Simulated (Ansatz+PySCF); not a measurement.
A calculation with Ansatz (development build ahead of 0.2.0).

```yaml
crystal:
  periodic: [false, false, false]
  atoms:
    - { symbol: Fe, position_ang: [0.0, 0.0, 0.0] }
    - { symbol: Cl, position_ang: [0.0, 0.0, 2.26304] }
basis:
  gaussian: { orbitals: def2-SVP }
magnetization:
  initial_magnetization: 5
hamiltonian:
  xc: hf
```

The input is written out in the form of the current development build from the run's settings.

The run gave:

```
Converged                                                          : yes
Total energy                                                       : -1721.68353 hartree
Spin squared of the determinant                                    : 8.750
Stability test                                                     : minimum among restricted orbitals
Occupied orbitals by symmetry in an Abelian subgroup (alpha; beta) : 13 A1 1 A2 5 B1 5 B2; 11 A1 4 B1 4 B2
```

Caution: other spin multiplicities were not run.
